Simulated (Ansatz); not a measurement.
Geometry optimisation, RKS PBE-D4/def2-SVP (Ansatz 0.2.0).

Input file:

```yaml
crystal:
  periodic: [false, false, false]
  atoms:
    - { symbol: Sn, position_ang: [0.088734, -0.357895, -1.160166] }
    - { symbol: H, position_ang: [1.239146, 0.640166, 1.353385] }
    - { symbol: H, position_ang: [1.681081, 0.073239, 1.279053] }
    - { symbol: O, position_ang: [-0.691893, 1.411245, -0.58856] }
    - { symbol: H, position_ang: [-1.530054, 1.239836, -0.108865] }
    - { symbol: O, position_ang: [-1.450379, -1.366569, -0.287309] }
    - { symbol: H, position_ang: [-1.383335, -2.336421, -0.385038] }
basis:
  gaussian: { orbitals: def2-SVP }
hamiltonian:
  xc: pbe
  dispersion: d4
relax:
  f_tol: 0.03
  max_steps: 50
```

Command:

```bash
$ ansatz run input.yaml --threads 1 --pin off --max-ram 2048MiB --backend cpu --events-out ev --progress --plain --runs-dir out
```

Task: Where does it end, and by what steps?

Result: It converged. The force dipped under the threshold on the way, but the program's further checks kept it going. After 24 steps the energy has fallen by 0.127 eV; H3 moved furthest, 1.38 Å.

| step | energy less start (eV) | largest force component (eV/Å) | accepted |
| --- | --- | --- | --- |
| 0 | 0.0000 | 1.420 | yes |
| 1 | -0.0568 | 0.412 | yes |
| 2 | -0.0653 | 0.257 | yes |
| 3 | -0.0678 | 0.401 | yes |
| 4 | -0.0743 | 0.285 | yes |
| 5 | -0.0617 | 1.440 | no |
| 6 | -0.0919 | 0.207 | yes |
| 7 | -0.1032 | 0.078 | yes |
| 8 | -0.1080 | 0.315 | yes |
| 9 | -0.1135 | 0.146 | yes |
| 10 | -0.1166 | 0.134 | yes |
| 11 | -0.1153 | 0.370 | no |
| 12 | -0.1199 | 0.048 | yes |
| 13 | -0.1210 | 0.061 | yes |
| 14 | -0.1222 | 0.116 | yes |
| 15 | -0.1230 | 0.147 | yes |
| 16 | -0.1239 | 0.172 | yes |
| 17 | -0.1249 | 0.180 | yes |
| 18 | -0.1254 | 0.127 | yes |
| 19 | -0.1261 | 0.100 | yes |
| 20 | -0.1266 | 0.013 | yes |
| 21 | -0.1268 | 0.019 | yes |
| 22 | -0.1269 | 0.042 | yes |
| 23 | -0.1270 | 0.024 | yes |
| 24 | -0.1271 | 0.008 | yes |

```xyz
7
Properties=species:S:1:pos:R:3
Sn -0.279 -0.695 -1.582
H 1.477 1.184 1.311
H 2.022 1.282 1.851
O -0.234 0.791 -0.204
H -0.955 0.627 0.441
O -1.876 -1.535 -0.642
H -2.202 -2.350 -1.072
```

Time of the run: 43 s on 1 thread of Arm Neoverse V2 (shared host), peak memory 0.11 GiB.
